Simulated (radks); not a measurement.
The numbers below are computed, except where a source is named.
All-electron atom: Pm XXVI in [Kr] (the NIST ground configuration). Level of theory: Dirac Kohn-Sham, relativistic LDA (MacDonald-Vosko exchange, VWN5 correlation), spin-unpolarised, spherical densities, finite nucleus; Fermi nuclear charge, rms radius 4.962 fm (a radial shooting solver on a logarithmic mesh with Libxc functionals).

Unscreened Slater integrals over Kohn-Sham orbitals (eV). Large and small components are both included.

| integral | value |
|---|---|
| F0(4p3/2,4p3/2) | 43.114 |
| F2(4p3/2,4p3/2) | 22.581 |
| F0(4p3/2,4p1/2) | 43.841 |
| G2(4p3/2,4p1/2) | 22.759 |
| F0(4p3/2,4s1/2) | 43.924 |
| G1(4p3/2,4s1/2) | 29.743 |
| F0(4p3/2,3d5/2) | 54.921 |
| F2(4p3/2,3d5/2) | 15.232 |
| G1(4p3/2,3d5/2) | 4.9477 |
| G3(4p3/2,3d5/2) | 4.9590 |
| F0(4p1/2,4p1/2) | 44.627 |
| F0(4p1/2,4s1/2) | 44.707 |
| G1(4p1/2,4s1/2) | 30.248 |
| F0(4p1/2,3d5/2) | 56.523 |
| G3(4p1/2,3d5/2) | 5.2265 |
| F0(4s1/2,4s1/2) | 44.810 |
| F0(4s1/2,3d5/2) | 56.454 |
| G2(4s1/2,3d5/2) | 5.1579 |
| F0(3d5/2,3d5/2) | 105.27 |
| F2(3d5/2,3d5/2) | 53.450 |
| F4(3d5/2,3d5/2) | 34.337 |
